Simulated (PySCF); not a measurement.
B3LYP has the VWN-RPA correlation part, as in Gaussian. Excitations are Tamm–Dancoff values on a coarser integration grid. The basis has no diffuse functions, so Rydberg states are missing or too high.

Cartesian coordinates (Å):
SMILES: C(=C)[CH2][GeH3]
```xyz
12

C     -1.9756     0.1516     0.5976
C     -0.8475    -0.5417     0.4998
C      0.0810    -0.5160    -0.6584
Ge     1.7236     0.4894    -0.2336
H     -2.3210     0.7907    -0.2094
H     -2.5923     0.1026     1.4868
H     -0.5457    -1.1656     1.3397
H      0.3905    -1.5260    -0.9420
H     -0.3819    -0.0473    -1.5299
H      1.3701     1.9638     0.0204
H      2.7226     0.3955    -1.4021
H      2.3762    -0.0971     1.0310
```
Charge 0, spin multiplicity 1.

Task: What is the computed HOMO, S1 excitation (TDA), HOMO–LUMO gap, dipole moment and T1 excitation (TDA) (B3LYP-D3(BJ)/def2-TZVP // PBE0-D4/def2-TZVP (PySCF 2.14.0))?

Result: 
- HOMO: -6.89 eV
- S1 excitation (TDA): 6.60 eV
- HOMO–LUMO gap: 6.77 eV
- dipole moment: 0.51 D
- T1 excitation (TDA): 4.29 eV
